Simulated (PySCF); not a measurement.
C₆H₈, triplet, at a GFN2-xTB geometry (a higher spin typed on purpose: for a closed-shell molecule this is an excited state); PySCF with HF/3-21G.

The PySCF input:
```python
from pyscf import gto, scf

mol = gto.M(
    atom='''
C     0.29204972   -1.33373480    0.37611126
C     1.38596674   -0.46486984    0.08158482
C     1.16947575    0.83789033   -0.27190093
C    -0.15697248    1.35345216   -0.38617111
C    -1.29335822    0.41863186   -0.41164593
C    -1.04697997   -0.76025336    0.58594219
H     0.42643304   -2.40151465    0.33826598
H     2.38896484   -0.86311532    0.11710703
H     2.00163683    1.50401583   -0.44409629
H    -0.32770576    2.41592597   -0.34561868
H    -1.39716864   -0.04195927   -1.40249004
H    -2.23303014    0.92384547   -0.17885317
H    -1.82763550   -1.51658489    0.48127050
H    -1.13258388   -0.32731124    1.59089290
''',
    basis='3-21g',
    spin=2,
    verbose=4,
)

mf = scf.UHF(mol)
mf.kernel()
mf.analyze()
```

Output, abridged:

```
PySCF version 2.14.0

[INPUT] verbose = 4
[INPUT] num. atoms = 14
[INPUT] num. electrons = 44
[INPUT] charge = 0
[INPUT] spin (= nelec alpha-beta = 2S) = 2
[INPUT] symmetry False subgroup None
[INPUT] Mole.unit = angstrom
[INPUT] Symbol           X                Y                Z      unit          X                Y                Z       unit  Magmom
[INPUT]  1 C      0.292049720000  -1.333734800000   0.376111260000 AA    0.551893985556  -2.520393494802   0.710747273765 Bohr   0.0
[INPUT]  2 C      1.385966740000  -0.464869840000   0.081584820000 AA    2.619097556356  -0.878476681170   0.154172965722 Bohr   0.0
[INPUT]  3 C      1.169475750000   0.837890330000  -0.271900930000 AA    2.209988876820   1.583383246121  -0.513818290715 Bohr   0.0
[INPUT]  4 C     -0.156972480000   1.353452160000  -0.386171110000 AA   -0.296634996294   2.557653905101  -0.729757635119 Bohr   0.0
[INPUT]  5 C     -1.293358220000   0.418631860000  -0.411645930000 AA   -2.444092816755   0.791099562417  -0.777898067992 Bohr   0.0
[INPUT]  6 C     -1.046979970000  -0.760253360000   0.585942190000 AA   -1.978505401205  -1.436670635680   1.107270263928 Bohr   0.0
[INPUT]  7 H      0.426433040000  -2.401514650000   0.338265980000 AA    0.805841656066  -4.538204972631   0.639230059458 Bohr   0.0
[INPUT]  8 H      2.388964840000  -0.863115320000   0.117107030000 AA    4.514489268815  -1.631051568716   0.221300213961 Bohr   0.0
[INPUT]  9 H      2.001636830000   1.504015830000  -0.444096290000 AA    3.782545409543   2.842178005710  -0.839220361035 Bohr   0.0
[INPUT] 10 H     -0.327705760000   2.415925970000  -0.345618680000 AA   -0.619274135842   4.565438420524  -0.653124648734 Bohr   0.0
[INPUT] 11 H     -1.397168640000  -0.041959270000  -1.402490040000 AA   -2.640266079431  -0.079291528687  -2.650322068030 Bohr   0.0
[INPUT] 12 H     -2.233030140000   0.923845470000  -0.178853170000 AA   -4.219815392499   1.745814919720  -0.337983507810 Bohr   0.0
[INPUT] 13 H     -1.827635500000  -1.516584890000   0.481270500000 AA   -3.453730550533  -2.865930086754   0.909469436832 Bohr   0.0
[INPUT] 14 H     -1.132583880000  -0.327311240000   1.590892900000 AA   -2.140273346297  -0.618528601092   3.006351874515 Bohr   0.0

nuclear repulsion = 219.075956738793
number of shells = 46
number of NR pGTOs = 114
number of NR cGTOs = 70
basis = 3-21g
ecp = {}

******** <class 'pyscf.scf.uhf.UHF'> ********
method = UHF
initial guess = minao
damping factor = 0
level_shift factor = 0
DIIS = <class 'pyscf.scf.diis.CDIIS'>
diis_start_cycle = 1
diis_space = 8
diis_damp = 0
SCF conv_tol = 1e-09
SCF conv_tol_grad = None
SCF max_cycles = 50
direct_scf = True
direct_scf_tol = 1e-13
number electrons alpha = 23  beta = 21
Set gradient conv threshold to 3.16228e-05
init E= -231.900917481143

cycle= 1 E= -230.39645881651  delta_E=  1.5  |g|= 0.276  |ddm|= 2.65
cycle= 2 E= -230.465365410727  delta_E= -0.0689  |g|= 0.0964  |ddm|= 0.503
cycle= 3 E= -230.476687485717  delta_E= -0.0113  |g|= 0.0435  |ddm|= 0.214
cycle= 4 E= -230.479724647664  delta_E= -0.00304  |g|= 0.0216  |ddm|= 0.09
cycle= 5 E= -230.481076613301  delta_E= -0.00135  |g|= 0.00702  |ddm|= 0.0897
cycle= 6 E= -230.481176035968  delta_E= -9.94e-05  |g|= 0.00276  |ddm|= 0.0257
cycle= 7 E= -230.481188164924  delta_E= -1.21e-05  |g|= 0.00111  |ddm|= 0.00834
cycle= 8 E= -230.481190682104  delta_E= -2.52e-06  |g|= 0.000334  |ddm|= 0.00429
cycle= 9 E= -230.481190906293  delta_E= -2.24e-07  |g|= 0.000116  |ddm|= 0.00134
cycle= 10 E= -230.481190926203  delta_E= -1.99e-08  |g|= 5.45e-05  |ddm|= 0.000325
cycle= 11 E= -230.481190932009  delta_E= -5.81e-09  |g|= 1.7e-05  |ddm|= 0.000226
cycle= 12 E= -230.481190932598  delta_E= -5.89e-10  |g|= 6.53e-06  |ddm|= 6.71e-05
Extra cycle  E= -230.481190932657  delta_E= -5.91e-11  |g|= 3.98e-06  |ddm|= 1.38e-05
converged SCF energy = -230.481190932657  <S^2> = 2.0217891  2S+1 = 3.0144911
**** SCF Summaries ****
Total Energy =                        -230.481190932657086
Nuclear Repulsion Energy =             219.075956738793053
One-electron Energy =                 -743.911543450008139
Two-electron Energy =                  294.354395778558001
Two-electron Coulomb Energy =          328.230107649811544
DFT Exchange-Correlation Energy =      -33.875711871253543
**** MO energy ****
                             alpha | beta                alpha | beta
MO #1   energy= -11.1717126601474  | -11.1703834231682  occ= 1 | 1
MO #2   energy= -11.1715796487439  | -11.1701163676869  occ= 1 | 1
MO #3   energy= -11.1712736055924  | -11.1673274081867  occ= 1 | 1
MO #4   energy= -11.1709015912433  | -11.1672222572591  occ= 1 | 1
MO #5   energy= -11.1654684736894  | -11.1494679564617  occ= 1 | 1
MO #6   energy= -11.1653588834691  | -11.1494646775377  occ= 1 | 1
MO #7   energy= -1.14766899707335  | -1.11084919092611  occ= 1 | 1
MO #8   energy= -1.02539091306929  | -1.00670146951697  occ= 1 | 1
MO #9   energy= -1.01635416257327  | -0.957648498226984 occ= 1 | 1
MO #10  energy= -0.839243568101056 | -0.82654044159466  occ= 1 | 1
MO #11  energy= -0.836531400421674 | -0.780877478497586 occ= 1 | 1
MO #12  energy= -0.695667167185497 | -0.683570051491374 occ= 1 | 1
MO #13  energy= -0.694847399331536 | -0.668024460241563 occ= 1 | 1
MO #14  energy= -0.609505288768073 | -0.589558941984851 occ= 1 | 1
MO #15  energy= -0.585338270195686 | -0.569739836063305 occ= 1 | 1
MO #16  energy= -0.572311382390641 | -0.560962133976243 occ= 1 | 1
MO #17  energy= -0.564232843326774 | -0.554565304605273 occ= 1 | 1
MO #18  energy= -0.53509528481048  | -0.489412266200135 occ= 1 | 1
MO #19  energy= -0.490496628823863 | -0.461647564115439 occ= 1 | 1
MO #20  energy= -0.46713526689943  | -0.45663628196897  occ= 1 | 1
MO #21  energy= -0.456636995123503 | -0.369427150057379 occ= 1 | 1
MO #22  energy= -0.351523242929328 | 0.066951142838175  occ= 1 | 0
MO #23  energy= -0.238303928904395 | 0.185168935016743  occ= 1 | 0
MO #24  energy= 0.211656963099099  | 0.260012457406253  occ= 0 | 0
MO #25  energy= 0.267903662975516  | 0.292023712158262  occ= 0 | 0
MO #26  energy= 0.306733573375425  | 0.315738153846939  occ= 0 | 0
MO #27  energy= 0.313044608976837  | 0.335424995133803  occ= 0 | 0
MO #28  energy= 0.338549320991014  | 0.349123536329014  occ= 0 | 0
MO #29  energy= 0.342355361296374  | 0.370284510005272  occ= 0 | 0
MO #30  energy= 0.362263365568949  | 0.371808617719363  occ= 0 | 0
MO #31  energy= 0.376830758737448  | 0.390760763694646  occ= 0 | 0

To work with the spin densities directly, `use mulliken_meta_spin()` only printing them here.

 ** Mulliken spin pop alpha/beta on meta-lowdin orthogonal AOs **
 ** Mulliken Spin Density (per AO)  **
spin_pop of  0 C 1s       -0.00001
spin_pop of  0 C 2s        0.06703
spin_pop of  0 C 3s       -0.00035
spin_pop of  0 C 2px       0.06455
spin_pop of  0 C 2py       0.03646
spin_pop of  0 C 2pz       0.78779
spin_pop of  0 C 3px       0.00001
spin_pop of  0 C 3py      -0.00010
spin_pop of  0 C 3pz       0.00778
spin_pop of  1 C 1s       -0.00000
spin_pop of  1 C 2s       -0.00224
spin_pop of  1 C 3s        0.00001
spin_pop of  1 C 2px      -0.01279
spin_pop of  1 C 2py       0.01540
spin_pop of  1 C 2pz       0.08782
spin_pop of  1 C 3px       0.00018
spin_pop of  1 C 3py       0.00046
spin_pop of  1 C 3pz       0.00194
spin_pop of  2 C 1s       -0.00000
spin_pop of  2 C 2s       -0.00224
spin_pop of  2 C 3s        0.00001
spin_pop of  2 C 2px      -0.02078
spin_pop of  2 C 2py       0.02075
spin_pop of  2 C 2pz       0.09045
spin_pop of  2 C 3px       0.00018
spin_pop of  2 C 3py       0.00040
spin_pop of  2 C 3pz       0.00199
spin_pop of  3 C 1s       -0.00001
spin_pop of  3 C 2s        0.06703
spin_pop of  3 C 3s       -0.00035
spin_pop of  3 C 2px       0.03209
spin_pop of  3 C 2py       0.03804
spin_pop of  3 C 2pz       0.81867
spin_pop of  3 C 3px      -0.00032
spin_pop of  3 C 3py      -0.00007
spin_pop of  3 C 3pz       0.00809
spin_pop of  4 C 1s        0.00000
spin_pop of  4 C 2s       -0.00912
spin_pop of  4 C 3s        0.00013
spin_pop of  4 C 2px      -0.02532
spin_pop of  4 C 2py      -0.00532
spin_pop of  4 C 2pz      -0.01576
spin_pop of  4 C 3px       0.00018
spin_pop of  4 C 3py       0.00037
spin_pop of  4 C 3pz       0.00038
spin_pop of  5 C 1s        0.00000
spin_pop of  5 C 2s       -0.00912
spin_pop of  5 C 3s        0.00013
spin_pop of  5 C 2px      -0.03043
spin_pop of  5 C 2py       0.00124
spin_pop of  5 C 2pz      -0.01722
spin_pop of  5 C 3px       0.00037
spin_pop of  5 C 3py       0.00021
spin_pop of  5 C 3pz       0.00035
spin_pop of  6 H 1s       -0.05253
spin_pop of  6 H 2s        0.00063
spin_pop of  7 H 1s       -0.00379
spin_pop of  7 H 2s        0.00005
spin_pop of  8 H 1s       -0.00379
spin_pop of  8 H 2s        0.00005
spin_pop of  9 H 1s       -0.05253
spin_pop of  9 H 2s        0.00063
spin_pop of  10 H 1s        0.04821
spin_pop of  10 H 2s        0.00012
spin_pop of  11 H 1s        0.00790
spin_pop of  11 H 2s       -0.00006
spin_pop of  12 H 1s        0.00790
spin_pop of  12 H 2s       -0.00006
spin_pop of  13 H 1s        0.04821
spin_pop of  13 H 2s        0.00012
 ** Mulliken Spin Density (per atom)  **
spin density of  0 C =      0.96316
spin density of  1 C =      0.09078
spin density of  2 C =      0.09078
spin density of  3 C =      0.96316
spin density of  4 C =     -0.05446
spin density of  5 C =     -0.05446
spin density of  6 H =     -0.05190
spin density of  7 H =     -0.00374
spin density of  8 H =     -0.00374
spin density of  9 H =     -0.05190
spin density of  10 H =      0.04833
spin density of  11 H =      0.00783
spin density of  12 H =      0.00783
spin density of  13 H =      0.04833
 ** Mulliken pop alpha/beta on meta-lowdin orthogonal AOs **
 ** Mulliken pop       alpha | beta **
In total            23.00000 | 21.00000
 ** Mulliken atomic charges   ( Nelec_alpha | Nelec_beta ) **
charge of  0C =     -0.09978  (     3.53147      2.56831 )
charge of  1C =     -0.11545  (     3.10311      3.01233 )
charge of  2C =     -0.11545  (     3.10311      3.01233 )
charge of  3C =     -0.09978  (     3.53147      2.56831 )
charge of  4C =     -0.15968  (     3.05261      3.10707 )
charge of  5C =     -0.15968  (     3.05261      3.10707 )
charge of  6H =      0.09529  (     0.42640      0.47830 )
charge of  7H =      0.09995  (     0.44815      0.45190 )
charge of  8H =      0.09995  (     0.44815      0.45190 )
charge of  9H =      0.09529  (     0.42640      0.47830 )
charge of  10H =      0.09273  (     0.47780      0.42947 )
charge of  11H =      0.08694  (     0.46045      0.45261 )
charge of  12H =      0.08694  (     0.46045      0.45261 )
charge of  13H =      0.09273  (     0.47780      0.42947 )
Dipole moment(X, Y, Z, Debye): -0.28400, -0.04146,  0.02115
```
